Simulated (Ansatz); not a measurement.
Consider the formal exchange of groups at a B–Se bond: `C[Se][B](N)[GaH2]` + CH₄ → `C[B](N)[GaH2]` + `C[SeH]`.

Computed with Ansatz on PBE0-D4/def2-TZVP structures; ΔE is electronic, products minus reactants. CCSD(T)/CBS adds triple-zeta CCSD(T) − MP2 to the extrapolated MP2 energy (def2 sets, frozen cores). This one scheme is used for every species. DFT in def2-TZVPP. B3LYP here is the variant with VWN-RPA as its local correlation; programs differ in this. HSE06 is defined as in plane-wave codes. For Ga, Se outer-core shells are correlated without core-valence functions, which leaves a few kJ/mol of doubt a bond. Scalar relativity is left out up to krypton. Each species was taken in one conformer, which may not be the lowest.

```json
{"level": "LDA (SPW92)", "ΔE (kJ/mol)": "70.9", "difference from CCSD(T)/CBS": "-5.7"}
{"level": "PBE-D4", "ΔE (kJ/mol)": "75.8", "difference from CCSD(T)/CBS": "-0.8"}
{"level": "revPBE-D4", "ΔE (kJ/mol)": "77.3", "difference from CCSD(T)/CBS": "0.7"}
{"level": "BLYP-D4", "ΔE (kJ/mol)": "74.5", "difference from CCSD(T)/CBS": "-2.1"}
{"level": "r2SCAN-D4", "ΔE (kJ/mol)": "76.8", "difference from CCSD(T)/CBS": "0.2"}
{"level": "B97M-V", "ΔE (kJ/mol)": "70.9", "difference from CCSD(T)/CBS": "-5.7"}
{"level": "B3LYP-D4", "ΔE (kJ/mol)": "73.3", "difference from CCSD(T)/CBS": "-3.3"}
{"level": "r2SCANh-D4", "ΔE (kJ/mol)": "76.2", "difference from CCSD(T)/CBS": "-0.4"}
{"level": "HSE06-D4", "ΔE (kJ/mol)": "74.7", "difference from CCSD(T)/CBS": "-1.9"}
{"level": "CAM-B3LYP-D4", "ΔE (kJ/mol)": "67.5", "difference from CCSD(T)/CBS": "-9.1"}
{"level": "ωB97X-V", "ΔE (kJ/mol)": "69.4", "difference from CCSD(T)/CBS": "-7.2"}
{"level": "ωB97M-V", "ΔE (kJ/mol)": "68.8", "difference from CCSD(T)/CBS": "-7.8"}
{"level": "B2PLYP", "ΔE (kJ/mol)": "71.0", "difference from CCSD(T)/CBS": "-5.6"}
{"level": "PBE-QIDH", "ΔE (kJ/mol)": "75.6", "difference from CCSD(T)/CBS": "-1.0"}
{"level": "PBE", "ΔE (kJ/mol)": "70.2", "difference from CCSD(T)/CBS": "-6.4"}
{"level": "revPBE", "ΔE (kJ/mol)": "68.5", "difference from CCSD(T)/CBS": "-8.1"}
{"level": "BLYP", "ΔE (kJ/mol)": "63.6", "difference from CCSD(T)/CBS": "-13.0"}
{"level": "r2SCAN", "ΔE (kJ/mol)": "75.4", "difference from CCSD(T)/CBS": "-1.2"}
{"level": "PBE0", "ΔE (kJ/mol)": "69.5", "difference from CCSD(T)/CBS": "-7.1"}
{"level": "B3LYP", "ΔE (kJ/mol)": "64.0", "difference from CCSD(T)/CBS": "-12.6"}
{"level": "r2SCANh", "ΔE (kJ/mol)": "74.6", "difference from CCSD(T)/CBS": "-2.0"}
{"level": "r2SCAN0", "ΔE (kJ/mol)": "73.5", "difference from CCSD(T)/CBS": "-3.1"}
{"level": "HSE06", "ΔE (kJ/mol)": "69.7", "difference from CCSD(T)/CBS": "-6.9"}
{"level": "BHLYP", "ΔE (kJ/mol)": "63.7", "difference from CCSD(T)/CBS": "-12.9"}
{"level": "CAM-B3LYP", "ΔE (kJ/mol)": "62.0", "difference from CCSD(T)/CBS": "-14.6"}
{"level": "LC-ωPBE", "ΔE (kJ/mol)": "66.2", "difference from CCSD(T)/CBS": "-10.4"}
{"level": "RPA@PBE/def2-TZVPP", "ΔE (kJ/mol)": "72.2", "difference from CCSD(T)/CBS": "-4.4"}
{"level": "HF/def2-SVP", "ΔE (kJ/mol)": "59.5", "difference from CCSD(T)/CBS": "-17.1"}
{"level": "MP2/def2-SVP", "ΔE (kJ/mol)": "76.1", "difference from CCSD(T)/CBS": "-0.5"}
{"level": "CCSD/def2-SVP", "ΔE (kJ/mol)": "65.9", "difference from CCSD(T)/CBS": "-10.7"}
{"level": "CCSD(T)/def2-SVP", "ΔE (kJ/mol)": "68.9", "difference from CCSD(T)/CBS": "-7.7"}
{"level": "HF/def2-TZVPP", "ΔE (kJ/mol)": "60.8", "difference from CCSD(T)/CBS": "-15.8"}
{"level": "SCS-MP2/def2-TZVPP", "ΔE (kJ/mol)": "76.9", "difference from CCSD(T)/CBS": "0.3"}
{"level": "CCSD/def2-TZVPP", "ΔE (kJ/mol)": "70.8", "difference from CCSD(T)/CBS": "-5.8"}
{"level": "CCSD(T)/def2-TZVPP", "ΔE (kJ/mol)": "74.7", "difference from CCSD(T)/CBS": "-1.9"}
{"level": "HF/def2-QZVPP", "ΔE (kJ/mol)": "59.7", "difference from CCSD(T)/CBS": "-16.9"}
{"level": "MP2/def2-QZVPP", "ΔE (kJ/mol)": "83.6", "difference from CCSD(T)/CBS": "7.0"}
{"level": "HF/CBS(def2)", "ΔE (kJ/mol)": "59.5", "difference from CCSD(T)/CBS": "-17.1"}
{"level": "MP2/CBS(def2)", "ΔE (kJ/mol)": "84.7", "difference from CCSD(T)/CBS": "8.1"}
{"level": "CCSD/CBS(def2)", "ΔE (kJ/mol)": "72.7", "difference from CCSD(T)/CBS": "-3.9"}
{"level": "CCSD(T)/CBS", "ΔE (kJ/mol)": "76.6", "difference from CCSD(T)/CBS": "0"}
```

Largest T1 diagnostic among the species: 0.013.

The D4 term adds +9.3 kJ/mol with B3LYP and +5.0 kJ/mol with PBE0; it sums over pairs of atoms, weighted by their polarisabilities, and B3LYP, whose exchange is more repulsive, gets the larger term. At CCSD(T), def2-SVP lies −7.7 kJ/mol from the extrapolated value and def2-TZVPP −1.9 kJ/mol.
